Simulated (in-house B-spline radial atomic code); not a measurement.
## Removing one electron from S⁴⁺

Closed shell [Ne] 3s2. Computed with a B-spline radial code for spherical atoms: Koopmans values of Dirac-Hartree-Fock plus a diagonal self-energy, in second order or with its direct term screened (direct RPA, with the hole-particle interaction, or full time-dependent Hartree-Fock), linearised in energy; no-pair Dirac-Coulomb Hamiltonian, finite nucleus. Shifts add to the Koopmans value (the ΔSCF shift is orbital relaxation alone); the final value takes TDHF screening with Breit and QED.

Command:
```bash
python run_mb.py task.json out
```
Settings (nuclear radius in fm, box in bohr, cutoff in hartree):
```
basis_form          2
Z                   16
core_configuration  [Ne] 3s2
rms_radius          3.2611
mass_number         32
speed_of_light      137.036
box_radius          12.128
lmax                7
intervals           64
virtual_cutoff      1024.0
```

Time taken, with all properties: 5.7 s on 1 thread of Arm Neoverse N1, on a shared host.

Energies in eV:

| subshell | Koopmans | ΔSCF shift | second order | direct RPA | hole-particle | TDHF | Breit + QED | final |
| --- | --- | --- | --- | --- | --- | --- | --- | --- |
| 3s1/2 | 71.00 | -0.188 | ? | ? | ? | ? | ? | ? |

Question: What does the self-energy do to 3s1/2?

Answer: It shifts the removal energy by 1.354 eV in second order, 0.743 with direct RPA, 0.880 with the hole-particle term and 1.182 with TDHF screening (quasi-particle weight 0.972); Breit and QED add -0.016 eV. The final value is 72.17 eV, against 72.594 eV (NIST, measured). The mixing of s² with p² in the ground state is caught to low order only, which falls short in light ions.
